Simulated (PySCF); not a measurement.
Compound: C6H13S (doublet state).
Z-matrix (Å and degrees, PBE0-D3(BJ)/def2-SVP geometry), rows numbered from 1:
```
C 
C   1  1.4861
S   2  1.7243  1  119.45
C   3  1.8333  2  101.46  1   171.15
C   4  1.5189  3  110.86  2   -71.54
C   4  1.5264  3  108.71  2   164.18
C   6  1.5195  4  114.84  3   -64.87
H   1  1.1085  2  112.99  3    81.98
H   1  1.1016  2  110.64  3  -158.36
H   1  1.1020  2  111.43  3   -38.43
H   2  1.0957  1  120.38  3  -160.22
H   4  1.1047  3  105.78  2    47.44
H   5  1.1011  4  110.60  3   -63.31
H   5  1.0995  4  111.16  3    56.56
H   5  1.1026  4  110.42  3   176.84
H   6  1.1038  4  107.11  3   173.03
H   6  1.1047  4  108.67  3    59.25
H   7  1.1004  6  111.28  4    59.28
H   7  1.1019  6  111.09  4   -60.34
H   7  1.1002  6  111.11  4   179.77
```

The hyperfine couplings belong to this conformer and change with its torsions.

Identity: `C[CH]S[C@H](C)CC` [radical].

Computed with UKS B3LYP, IGLO-III on C S, pcH-1 on H, non-relativistic, mean-field spin-orbit, GIAO in PySCF. Geometry: PBE0-D3(BJ)/def2-SVP, one conformer, isolated molecule. Stability of the SCF solution: not tested.

Principal values of hyperfine tensors in MHz (contact, dipolar and spin–orbit terms together), for some of the nuclei:

```
atom  isotope      A1      A2      A3
  H8       1H  120.16  121.08  130.82
  C2      13C   40.66   41.21  244.95
 H11       1H  -70.90  -40.74   -6.23
  C1      13C  -29.94  -28.87  -25.83
 H10       1H   23.10   23.85   34.91
  S3      33S  -17.17  -12.72   47.90
 H12       1H    0.64    1.51    8.47
  C7      13C    2.51    2.92    4.23
```

(1) Split each tensor into its isotropic and traceless parts, and turn a_iso into mT with g = 2.0046.

(2) What spin density at the nucleus of S3 lies behind its contact coupling (g_N = 0.42921)?

(3) H9 (1H, g_N = 5.58569) isn't in the table. Its spin density at the nucleus is 0.008156 bohr⁻³. What is its contact coupling?

(4) Which nucleus of the table has the largest anisotropic coupling, and what is its form?

(5) In a single crystal, with the field along each principal axis of the tensor of H8 in turn, what first-order splitting does this nucleus give (isotropic g, quadrupole terms neglected)?

## Answers

(1) a_iso is a third of the trace, T = A − a_iso, and a(mT) = a(MHz)/(g × 13.996). The tensors hold a spin–orbit part: the run splits a_iso into a_FC + a_SO, and T includes its anisotropic share.

```tsv
atom	a_iso (MHz)	a_FC	a_SO	a_iso (mT)	T1	T2	T3
H8	124.02	124.01	0.01	4.420	-3.86	-2.94	6.80
C2	108.94	108.68	0.26	3.883	-68.28	-67.73	136.01
H11	-39.29	-39.39	0.10	-1.400	-31.61	-1.45	33.06
C1	-28.21	-28.23	0.02	-1.006	-1.72	-0.66	2.38
H10	27.29	27.27	0.01	0.973	-4.19	-3.44	7.63
S3	6.00	6.44	-0.44	0.214	-23.18	-18.72	41.90
H12	3.54	3.53	0.01	0.126	-2.90	-2.03	4.92
C7	3.22	3.22	0.00	0.115	-0.71	-0.30	1.01
```

(2) a_FC = (2μ0/3) gₑ μB g_N μN ρ(0)/(2S·h) = 800.24 MHz × g_N × ρ(0)/(2S), with ρ in bohr⁻³. With a_FC = 6.44 MHz and 2S = 1, ρ(0) = 0.01876 bohr⁻³.

(3) By the same relation, a_FC = 36.5 MHz. Its full tensor has the principal values 32.06, 32.60, 44.72 MHz.

(4) C2: -68.3, -67.7, 136.0 MHz (the dipolar term alone has -68.5, -67.8, 136.3), axial, in the ratio −1:−1:+2, the form that spin in one p orbital centred on that nucleus gives.

(5) 2 lines (I = 1/2), spaced by |A_i|/(g × 13.996): 4.28, 4.32, 4.66 mT along the axes of A1, A2 and A3.
